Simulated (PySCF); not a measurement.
**How far are cheaper levels from CCSD(T)/CBS for InC?**

PySCF; the state is a quartet (σ ↑, π ↑↑). The composite is CCSD(T) extrapolated to the basis-set limit from two correlation-consistent sets, with core-valence (CV) and scalar-relativistic (SR) terms as its label shows; it has no spin–orbit coupling and nothing beyond (T). Here it is CCSD(T)/CBS(DT). It gives Re = 2.198 Å, ωe = 485 cm⁻¹ and De = 2.81 eV to In + C.

```
      level                       basis                           relativity  Re (Å)  ωe (cm⁻¹)  De (eV)
        UHF                  x2c-SVPall                        spin-free X2C   2.237        488     2.05
        UHF  aug-cc-pVDZ-PP/aug-cc-pVDZ  scalar-relativistic core potentials   2.257        465     1.93
        UHF                x2c-TZVPPall                        spin-free X2C   2.232        483     1.99
UHF-SCS-MP2                  x2c-SVPall                        spin-free X2C   2.224        493     2.37
UHF-SCS-MP2  aug-cc-pVDZ-PP/aug-cc-pVDZ  scalar-relativistic core potentials   2.250        465     2.40
UHF-CCSD(T)                  x2c-SVPall                        spin-free X2C   2.217        490     2.58
        PBE  aug-cc-pVDZ-PP/aug-cc-pVDZ  scalar-relativistic core potentials   2.239        439     3.13
     r²SCAN                x2c-TZVPPall                        spin-free X2C   2.202        478     3.11
       PBE0  aug-cc-pVDZ-PP/aug-cc-pVDZ  scalar-relativistic core potentials   2.225        461     2.92
       PBE0                x2c-TZVPPall                        spin-free X2C   2.202        476     2.97
```

Problem. Give the difference of each row from the composite.

Solution. 

```json
{"level": "UHF", "basis": "x2c-SVPall", "ΔRe (pm)": "+3.9", "Δωe (%)": "+0.6", "ΔDe (eV)": "-0.76"}
{"level": "UHF", "basis": "aug-cc-pVDZ-PP/aug-cc-pVDZ", "ΔRe (pm)": "+5.9", "Δωe (%)": "-4.1", "ΔDe (eV)": "-0.88"}
{"level": "UHF", "basis": "x2c-TZVPPall", "ΔRe (pm)": "+3.4", "Δωe (%)": "-0.4", "ΔDe (eV)": "-0.82"}
{"level": "UHF-SCS-MP2", "basis": "x2c-SVPall", "ΔRe (pm)": "+2.6", "Δωe (%)": "+1.6", "ΔDe (eV)": "-0.44"}
{"level": "UHF-SCS-MP2", "basis": "aug-cc-pVDZ-PP/aug-cc-pVDZ", "ΔRe (pm)": "+5.2", "Δωe (%)": "-4.1", "ΔDe (eV)": "-0.41"}
{"level": "UHF-CCSD(T)", "basis": "x2c-SVPall", "ΔRe (pm)": "+1.9", "Δωe (%)": "+1.0", "ΔDe (eV)": "-0.23"}
{"level": "PBE", "basis": "aug-cc-pVDZ-PP/aug-cc-pVDZ", "ΔRe (pm)": "+4.1", "Δωe (%)": "-9.5", "ΔDe (eV)": "+0.32"}
{"level": "r²SCAN", "basis": "x2c-TZVPPall", "ΔRe (pm)": "+0.4", "Δωe (%)": "-1.4", "ΔDe (eV)": "+0.30"}
{"level": "PBE0", "basis": "aug-cc-pVDZ-PP/aug-cc-pVDZ", "ΔRe (pm)": "+2.7", "Δωe (%)": "-4.9", "ΔDe (eV)": "+0.11"}
{"level": "PBE0", "basis": "x2c-TZVPPall", "ΔRe (pm)": "+0.4", "Δωe (%)": "-1.9", "ΔDe (eV)": "+0.16"}
```

Problem. Which rows come closest in De?

Solution. PBE0 in aug-cc-pVDZ-PP/aug-cc-pVDZ (+0.11 eV), counted from the composite.

Correlated steps freeze the inner cores (5 to 19 orbitals); shallow outer-core shells are correlated. Correlated levels converge slowly with the basis: in double zeta they bind strong bonds too weakly, by up to about 1 eV, and carry superposition errors of some tenths. These are scalar-relativistic numbers at best; spin–orbit coupling would shift them, the dissociation energy most. The state was picked by a PBE0 search and need not be the measured ground state.
